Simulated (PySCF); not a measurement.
Gas-phase reaction: GaH + 2 CH4 ⇌ GaH(CH3)2 + H2

Energies from PySCF, thermal terms from the rigid-rotor harmonic-oscillator model, ideal gas at 1 bar. † marks an energy on the PBE0/def2-TZVP geometry and frequencies; other levels use their own. MP2 freezes the core. 6-31G* has spherical d functions here. All species are closed-shell singlets. B3LYP is the form with VWN-RPA correlation. Ga: all electrons, no relativistic terms. GaH, GaH(CH3)2: computed as isolated molecules; such fragments, hydroxides, amides, oligomers or adducts are transient or little studied in the gas. MP2 isn't extrapolated to the basis-set limit.

MP2/def2-TZVPP† gives ΔH°(298 K) = -64 kJ.

What do PBE0/def2-TZVP, HF/def2-TZVP†, B3LYP/6-31G* give?

PBE0/def2-TZVP: -30 kJ; HF/def2-TZVP†: 17 kJ; B3LYP/6-31G*: 15 kJ. For scale, ΔH°(298 K) is -64 kJ at this level, -28 kJ at ωB97M-V/def2-TZVP†, and runs from -68 to 23 kJ over the 19 levels computed.
